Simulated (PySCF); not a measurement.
# Ionisation energy of Co by level of theory

Co [Ar] 3d7 4s2 (4F) → Co+ [Ar] 3d8 (3F), as a difference of total energies. Calculation: PySCF 2.14, in jorge-DZP-DKH; the spin-free X2C one-electron Hamiltonian (Gaussian nucleus). Correlated levels: valence: [Ar] frozen. The calculations carry no spin-orbit coupling.

Order these methods by the ionisation energy they give, lowest first.
A. UHF
B. M06-L
C. r2SCAN
D. SCS-MP2 (valence)

B (7.390 eV), D (7.640 eV), C (7.842 eV), A (8.161 eV).

Errors of the correlated levels include the incompleteness of this basis and the frozen core.

MP2 underrates the near-degeneracy of ns² with np² in the lower species.

For comparison: 7.869 eV (measured; NIST levels, between the centres of gravity of the two terms).
